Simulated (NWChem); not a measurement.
Program: NWChem. System: Au$_{2}$, charge 0, spin multiplicity 1, at a geometry optimised with PBE/def2-SVP with def2 effective core potentials on Au. The structure started from a generated list of species. Level: RHF/def2-TZVP with def2 effective core potentials on Au.

Job file:

```
start mol
memory heap 200 mb stack 900 mb global 1100 mb
geometry units angstroms nocenter noautoz
  Au     0.000000     0.000000     1.273201
  Au     0.000000     0.000000    -1.273201
  symmetry group D2h
end
basis spherical
  * library def2-tzvp
end
ecp
  Au library def2-ecp
end
scf
  rhf
  nopen 0
  maxiter 100
  thresh 1e-7
  semidirect memsize 60000000 filesize 0
end
task scf energy
```

NWChem printed:

```
             Northwest Computational Chemistry Package (NWChem) 7.3.0
             --------------------------------------------------------

                                NWChem Input Module
                                -------------------

 Scaling coordinates for geometry "geometry" by  1.889725989
 (inverse scale =  0.529177249)

 Turning off AUTOSYM since
 SYMMETRY directive was detected!

                             Geometry "geometry" -> ""
                             -------------------------

 Output coordinates in angstroms (scale by  1.889725989 to convert to a.u.)

  No.       Tag          Charge          X              Y              Z
 ---- ---------------- ---------- -------------- -------------- --------------
    1 Au                  79.0000     0.00000000     0.00000000     1.27320100
    2 Au                  79.0000     0.00000000     0.00000000    -1.27320100

 Effective nuclear repulsion energy (a.u.)    1296.9653695713

            Nuclear Dipole moment (a.u.)
            ----------------------------
        X                 Y               Z
 ---------------- ---------------- ----------------
     0.0000000000     0.0000000000     0.0000000000

      Symmetry information
      --------------------

 Group name             D2h
 Group number             26
 Group order               8
 No. of unique centers     1

      Symmetry unique atoms

     1


 Summary of "ao basis" -> "" (spherical)
 ------------------------------------------------------------------------------
       Tag                 Description            Shells   Functions and Types
 ---------------- ------------------------------  ------  ---------------------
 *                         def2-tzvp                  on all atoms

 Summary of "ao basis" -> "ao basis" (spherical)
 ------------------------------------------------------------------------------
       Tag                 Description            Shells   Functions and Types
 ---------------- ------------------------------  ------  ---------------------
 Au                        def2-tzvp                14       40   6s4p3d1f

                                 NWChem SCF Module
                                 -----------------

  ao basis        = "ao basis"
  functions       =    80
  atoms           =     2
  closed shells   =    19
  open shells     =     0
  charge          =   0.00
  wavefunction    = RHF
  use symmetry    = T
  symmetry adapt  = T

 Summary of "ao basis" -> "ao basis" (spherical)
 ------------------------------------------------------------------------------
       Tag                 Description            Shells   Functions and Types
 ---------------- ------------------------------  ------  ---------------------
 Au                        def2-tzvp                14       40   6s4p3d1f

      Symmetry analysis of basis
      --------------------------

        ag         18
        au          4
        b1g         4
        b1u        18
        b2g         9
        b2u         9
        b3g         9
        b3u         9

 Forming initial guess at       0.0s

      Superposition of Atomic Density Guess
      -------------------------------------

 Sum of atomic energies:        -304.96072013

      Non-variational initial energy
      ------------------------------

 Total energy =    -269.215810
 1-e energy   =    -624.061610
 2-e energy   =     279.825050
 HOMO         =      -0.438261
 LUMO         =      -0.183894

      Symmetry analysis of molecular orbitals - initial
      -------------------------------------------------

 !! scf_movecs_sym_adapt:   52 vectors were symmetry contaminated

  Symmetry fudging

 !! scf_movecs_sym_adapt:   48 vectors were symmetry contaminated

  Numbering of irreducible representations:

     1 ag          2 au          3 b1g         4 b1u         5 b2g
     6 b2u         7 b3g         8 b3u

  Orbital symmetries:

     1 ag          2 b1u         3 ag          4 b2u         5 b3u
     6 b3g         7 b2g         8 b1u         9 ag         10 b3u
    11 b2u        12 ag         13 b1g        14 b1u        15 au
    16 b3g        17 b2g        18 b1u        19 ag         20 b1u
    21 b3u        22 b2u        23 ag         24 b3g        25 b2g
    26 b1u        27 ag         28 b1u        29 ag

 Starting SCF solution at       0.2s

 ----------------------------------------------
         Quadratically convergent ROHF

 Convergence threshold     :          1.000E-07
 Maximum no. of iterations :          100
 Final Fock-matrix accuracy:          1.000E-09
 ----------------------------------------------

              iter       energy          gnorm     gmax       time
             ----- ------------------- --------- --------- --------
                 1     -269.5574679320  1.01D+00  2.10D-01      0.2
                 2     -269.6033702561  1.17D-01  4.59D-02      0.3
                 3     -269.6056416207  4.23D-03  1.67D-03      0.3
                 4     -269.6056459314  1.18D-05  2.78D-06      0.3
                 5     -269.6056459314  5.25D-09  1.46D-09      0.3

       Final RHF  results
       ------------------

         Total SCF energy =   -269.605645931403
      One-electron energy =   -628.225171584434
      Two-electron energy =    283.598776027131
 Nuclear repulsion energy =     75.020749625900

        Time for solution =      0.1s

       Symmetry analysis of molecular orbitals - final
       -----------------------------------------------

  Numbering of irreducible representations:

     1 ag          2 au          3 b1g         4 b1u         5 b2g
     6 b2u         7 b3g         8 b3u

  Orbital symmetries:

     1 ag          2 b1u         3 ag          4 b3u         5 b2u
     6 b1u         7 b2g         8 b3g         9 ag         10 b2u
    11 b3u        12 ag         13 b1g        14 b1u        15 au
    16 b3g        17 b2g        18 b1u        19 ag         20 b1u
    21 b3u        22 b2u        23 ag         24 b3g        25 b2g
    26 b1u        27 ag         28 b1u        29 b1g

             Final eigenvalues
             -----------------

              1
    1   -4.6870
    2   -4.6862
    3   -2.7352
    4   -2.7218
    5   -2.7218
    6   -2.7212
    7   -2.7207
    8   -2.7207
    9   -0.5097
   10   -0.4861
   11   -0.4861
   12   -0.4518
   13   -0.4518
   14   -0.4393
   15   -0.4393
   16   -0.4200
   17   -0.4200
   18   -0.4058
   19   -0.2893
   20   -0.0107
   21    0.0578
   22    0.0578
   23    0.0800
   24    0.1208
   25    0.1208
   26    0.1392
   27    0.2626
   28    0.3703
   29    0.4016

                       ROHF Final Molecular Orbital Analysis
                       -------------------------------------

 Vector   17  Occ=2.000000D+00  E=-4.200181D-01  Symmetry=b2g
              MO Center= -4.6D-19,  9.8D-32,  2.4D-16, r^2= 2.6D+00
   Bfn.  Coefficient  Atom+Function         Bfn.  Coefficient  Atom+Function
  ----- ------------  ---------------      ----- ------------  ---------------
    22      0.506136  1 Au d  1              62      0.506136  2 Au d  1
    27      0.247186  1 Au d  1              67      0.247186  2 Au d  1

 Vector   18  Occ=2.000000D+00  E=-4.058275D-01  Symmetry=b1u
              MO Center=  1.2D-15,  3.4D-15, -2.8D-13, r^2= 2.7D+00
   Bfn.  Coefficient  Atom+Function         Bfn.  Coefficient  Atom+Function
  ----- ------------  ---------------      ----- ------------  ---------------
    21      0.492512  1 Au d  0              61     -0.492512  2 Au d  0
    26      0.244824  1 Au d  0              66     -0.244824  2 Au d  0

 Vector   19  Occ=2.000000D+00  E=-2.893088D-01  Symmetry=ag
              MO Center= -1.1D-15, -2.5D-15,  2.6D-13, r^2= 3.7D+00
   Bfn.  Coefficient  Atom+Function         Bfn.  Coefficient  Atom+Function
  ----- ------------  ---------------      ----- ------------  ---------------
     5      0.391448  1 Au s                 45      0.391448  2 Au s
     3     -0.335293  1 Au s                 43     -0.335293  2 Au s
     6      0.280427  1 Au s                 46      0.280427  2 Au s
     2      0.212709  1 Au s                 42      0.212709  2 Au s
     4     -0.152932  1 Au s                 44     -0.152932  2 Au s

 Vector   20  Occ=0.000000D+00  E=-1.074359D-02  Symmetry=b1u
              MO Center= -8.8D-15,  7.0D-15, -5.4D-15, r^2= 9.3D+00
   Bfn.  Coefficient  Atom+Function         Bfn.  Coefficient  Atom+Function
  ----- ------------  ---------------      ----- ------------  ---------------
    18      0.494561  1 Au pz                58      0.494561  2 Au pz
     5      0.269761  1 Au s                 45     -0.269761  2 Au s
     3     -0.237498  1 Au s                 43      0.237498  2 Au s
     2      0.151816  1 Au s                 42     -0.151816  2 Au s

 Vector   21  Occ=0.000000D+00  E= 5.781906D-02  Symmetry=b3u
              MO Center=  1.1D-15, -2.8D-30, -2.1D-17, r^2= 8.9D+00
   Bfn.  Coefficient  Atom+Function         Bfn.  Coefficient  Atom+Function
  ----- ------------  ---------------      ----- ------------  ---------------
    16      0.555862  1 Au px                56      0.555862  2 Au px

 Vector   22  Occ=0.000000D+00  E= 5.781906D-02  Symmetry=b2u
              MO Center= -1.5D-30,  4.9D-16, -2.1D-18, r^2= 8.9D+00
   Bfn.  Coefficient  Atom+Function         Bfn.  Coefficient  Atom+Function
  ----- ------------  ---------------      ----- ------------  ---------------
    17      0.555862  1 Au py                57      0.555862  2 Au py

 center of mass
 --------------
 x =   0.00000000 y =   0.00000000 z =   0.00000000

 moments of inertia (a.u.)
 ------------------
        2280.416620214876           0.000000000000           0.000000000000
           0.000000000000        2280.416620214876           0.000000000000
           0.000000000000           0.000000000000           0.000000000000

  Mulliken analysis of the total density
  --------------------------------------

    Atom       Charge   Shell Charges
 -----------   ------   -------------------------------------------------------
    1 Au  19    19.00   0.03 -0.46  1.66  0.77  0.52  0.45  2.60  2.85  0.57  0.06  6.41  2.91  0.63  0.00
    2 Au  19    19.00   0.03 -0.46  1.66  0.77  0.52  0.45  2.60  2.85  0.57  0.06  6.41  2.91  0.63  0.00

       Multipole analysis of the density wrt the origin
       ------------------------------------------------

     L   x y z        total         open         nuclear
     -   - - -        -----         ----         -------
     0   0 0 0      0.000000      0.000000     38.000000

     1   1 0 0      0.000000      0.000000      0.000000
     1   0 1 0     -0.000000      0.000000      0.000000
     1   0 0 1      0.000000      0.000000      0.000000

     2   2 0 0    -34.745386      0.000000      0.000000
     2   1 1 0      0.000000      0.000000      0.000000
     2   1 0 1      0.000000      0.000000      0.000000
     2   0 2 0    -34.745386      0.000000      0.000000
     2   0 1 1      0.000000      0.000000      0.000000
     2   0 0 2    -27.139041      0.000000    219.975954

 Task  times  cpu:        0.3s     wall:        0.3s

 Total times  cpu:        0.4s     wall:        0.4s
```
